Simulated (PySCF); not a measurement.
Match the calculated data to a structure.

All candidates are C3H13PSi3.

| technique | computed result |
| --- | --- |
| Rotational structure | rotational constants A, B, C: 1.415, 0.738, 0.567 GHz [GFN2-xTB] |
| 1H NMR | chemical shifts (computed TMS as zero) by class: 6.09 (1 H), 5.69 (1 H), 4.23 (1 H), 3.97 (1 H), 3.93 (1 H), 3.56 (3 H), 1.88 (3 H), 0.90 (2 H) ppm [GIAO PBE0/pcSseg-1] |
| NMR, other nuclei | isotropic shieldings of nuclei other than C and H, by class: 421 (1 Si), 439 (1 Si), 463 (1 Si), 630 (1 P) ppm [GIAO PBE0/pcSseg-1] |
| 13C NMR | chemical shifts (computed TMS as zero) by class: 149.9 (1 C), 136.1 (1 C), 29.1 (1 C) ppm [GIAO PBE0/pcSseg-1] |
| Dipole | 1.42 D [PBE0/pcSseg-1] |

Electronic properties: PySCF, gas phase, density fitting. Levels stand in brackets. The structure is a single GFN2-xTB conformer in the gas phase; no vibrational or solvent corrections. NMR classes are plain means over equivalent atoms (diastereotopic ones count apart unless rotation or inversion swaps them), as if these changed places fast.

Problem. Which candidate is it?
A. `C=C(C)[Si@@H]([SiH3])[SiH2]P`
B. `[SiH3][Si@H]([SiH2]P)C1CC1`
C. `C=C(C)[SiH2]P([SiH3])[SiH3]`

Solution. A. It is `C=C(C)[Si@@H]([SiH3])[SiH2]P`. Numbering: `[CH2:1]=[C:2]([CH3:3])[Si@@H:4]([SiH3:5])[SiH2:6][PH2:7]`. 3 carbons fall into 3 classes; from least to most shielded: fully substituted alkene carbon [C2] (149.9 ppm), terminal =CH2 carbon [C1] (136.1 ppm), allylic carbon [C3] (29.1 ppm). Hydrogen classes from least to most shielded: 1 H on a terminal =CH2 carbon, C1 (6.09 ppm), 1 H on a terminal =CH2 carbon, C1 (5.69 ppm), 1 H on an SiH silicon, Si4 (4.23 ppm), 1 H on an SiH2 silicon, Si6 (3.97 ppm), 1 H on an SiH2 silicon, Si6 (3.93 ppm), 3 H on an SiH3 silicon, Si5 (3.56 ppm), 3 H on an allylic carbon, C3 (1.88 ppm), 2 H on a three-coordinate phosphorus, P7 (0.90 ppm). The other shieldings belong to: 421 ppm, SiH silicon [Si4]; 439 ppm, SiH2 silicon [Si6]; 463 ppm, SiH3 silicon [Si5]; 630 ppm, three-coordinate phosphorus [P7]. The optimised geometry has point group C1 and is an asymmetric top.

The others, at the same levels:
- `C=C(C)[SiH2]P([SiH3])[SiH3]` fails: its computed 13C shifts are 145.7 (1 C), 138.7 (1 C), 27.3 (1 C) ppm, 1H shifts are 6.27 (1 H), 6.01 (1 H), 4.54 (2 H), 4.11 (6 H), 2.06 (3 H) ppm and rotational constant A is 1.820 GHz (against 1.415 GHz).
- `[SiH3][Si@H]([SiH2]P)C1CC1` fails: its computed 13C shifts are 9.0 (1 C), 6.7 (1 C), -3.8 (1 C) ppm, 1H shifts are 4.15 (1 H), 3.99 (1 H), 3.54 (3 H), 3.25 (1 H), 0.79 (1 H), 0.76 (2 H), 0.76 (1 H), 0.25 (1 H), 0.12 (1 H), -0.38 (1 H) ppm and rotational constant A is 1.570 GHz (against 1.415 GHz).

Each candidate is one conformer, not necessarily the lowest. The conformers computed, where there is a choice (atom-mapped SMILES and torsion angles):
- `[CH2:1]=[C:2]([CH3:3])[Si@@H:4]([SiH3:5])[SiH2:6][PH2:7]`: C1–C2–Si4–Si5 130°, C2–Si4–Si6–P7 20°, H–P7–Si6–Si4 -57°, H–P7–Si6–Si4 35°
- `[CH2:1]=[C:2]([CH3:3])[SiH2:4][P:5]([SiH3:6])[SiH3:7]`: C1–C2–Si4–P5 -6°, C2–Si4–P5–Si6 178°
- `[SiH3:1][Si@H:2]([SiH2:3][PH2:4])[CH:5]1[CH2:6][CH2:7]1`: Si1–Si2–Si3–P4 54°, Si1–Si2–C5–C6 -72°, H–P4–Si3–Si2 43°, H–P4–Si3–Si2 -50°
